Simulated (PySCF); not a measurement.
A side-by-side comparison of computed properties.

First species: C4H6F4O.
Z-matrix (Å and degrees, GFN2-xTB geometry), rows numbered from 1:
```
C 
C   1  1.5130
F   2  1.3781  1  109.89
O   2  1.3988  1  108.81  3   118.57
C   4  1.3733  2  115.63  1   176.46
F   5  1.3779  4  109.82  2   -72.23
C   5  1.5363  4  107.96  2   170.55
F   7  1.3468  5  110.07  4  -178.32
F   7  1.3450  5  109.81  4   -60.86
H   1  1.0863  2  109.02  3   -62.80
H   1  1.0858  2  109.40  3    56.98
H   1  1.0847  2  109.39  3   177.54
H   2  1.1020  1  112.85  3  -117.54
H   5  1.1011  4  113.64  2    47.13
H   7  1.0993  5  111.67  4    60.27
```

Second species: C₄H₆F₄O.
Cartesian coordinates in Å at the GFN2-xTB level; atoms count from 1:
```
atom  x, y, z in Å
C1     2.0599   -0.2436   -0.2997
O2     0.8068   -0.5647   -0.8754
C3    -0.2970   -0.1956   -0.0988
C4    -0.5848    1.3156   -0.1075
F5     0.1532    1.9396    0.8617
C6    -1.4973   -0.9378   -0.6955
F7    -2.6019   -0.7514    0.0468
F8    -1.2959   -2.2516   -0.7602
F9    -1.7925   -0.5147   -1.9273
H10    2.1948    0.8365   -0.1994
H11    2.1680   -0.7119    0.6840
H12    2.8046   -0.6447   -0.9825
H13   -0.1831   -0.5342    0.9455
H14   -0.3022    1.7498   -1.0712
H15   -1.6369    1.5168    0.1145
```

Levels: B3LYP/def2-SVPD for dipole moment, HOMO energy, LUMO energy, HOMO–LUMO gap, static isotropic polarisability and electronic spatial extent ⟨r²⟩ about the centre of nuclear charge; TDDFT B3LYP/def2-SVPD for lowest singlet excitation; TDA B3LYP/def2-SVPD for lowest triplet excitation (Tamm–Dancoff); GFN2-xTB for rotational constant A and rotational constant C. Geometries: GFN2-xTB. All species are isolated and taken at one optimised geometry, non-relativistic unless stated. Electronic properties by PySCF.

Dipoles, sizes and rotational constants follow the conformer. The torsions of the flexible species, by atom-mapped SMILES:
- `[CH3:1][C@@H:2]([F:3])[O:4][C@H:5]([F:6])[CH:7]([F:8])[F:9]`: C1–C2–O4–C5 176°, C2–O4–C5–F6 -72°, O4–C5–C7–F8 -178°
- `[CH3:1][O:2][C@@H:3]([CH2:4][F:5])[C:6]([F:7])([F:8])[F:9]`: C1–O2–C3–C4 75°, O2–C3–C4–F5 -87°, O2–C3–C6–F7 175°

```json
{"property": "dipole moment", "column X": "1.75 D", "column Y": "2.60 D"}
{"property": "HOMO energy", "column X": "-8.01 eV", "column Y": "-9.44 eV"}
{"property": "LUMO energy", "column X": "0.34 eV", "column Y": "0.34 eV"}
{"property": "HOMO–LUMO gap", "column X": "8.35 eV", "column Y": "9.78 eV"}
{"property": "lowest singlet excitation", "column X": "7.39 eV", "column Y": "8.78 eV"}
{"property": "lowest triplet excitation (Tamm–Dancoff)", "column X": "7.22 eV", "column Y": "8.56 eV"}
{"property": "static isotropic polarisability", "column X": "58.1 au", "column Y": "58.9 au"}
{"property": "electronic spatial extent ⟨r²⟩ about the centre of nuclear charge", "column X": "1206 bohr²", "column Y": "1397 bohr²"}
{"property": "rotational constant A", "column X": "2.202 GHz", "column Y": "2.882 GHz"}
{"property": "rotational constant C", "column X": "0.943 GHz", "column Y": "0.799 GHz"}
```

Question: Which column belongs to which species?

Answer: Column X is the second species and column Y the first. The first has 15 atoms and 74 electrons, the second 15 and 74.

Question: How does each property change from the first species to the second?

Answer: dipole moment -0.85 D; HOMO energy +1.43 eV; LUMO energy 0.00 eV; HOMO–LUMO gap -1.43 eV; lowest singlet excitation -1.39 eV; lowest triplet excitation (Tamm–Dancoff) -1.34 eV; static isotropic polarisability -0.8 au; electronic spatial extent ⟨r²⟩ about the centre of nuclear charge -191 bohr²; rotational constant A -0.680 GHz; rotational constant C +0.144 GHz.

On the first: No computed singlet falls in the visible range (750 to 380 nm, 1.65 to 3.26 eV); S1 lies 5.52 eV above its blue end. S1 lies 1.00 eV below the HOMO–LUMO gap; its leading configuration is HOMO→LUMO, weight 0.93.

On the second: The vertical singlet–triplet gap S1 − T1 is 0.17 eV (TDDFT singlet less Tamm–Dancoff triplet; S1: HOMO→LUMO, weight 0.96; T1: HOMO→LUMO, weight 0.82). In atomic units the dipole is 0.69 e·bohr (1 au = 2.5417 D).
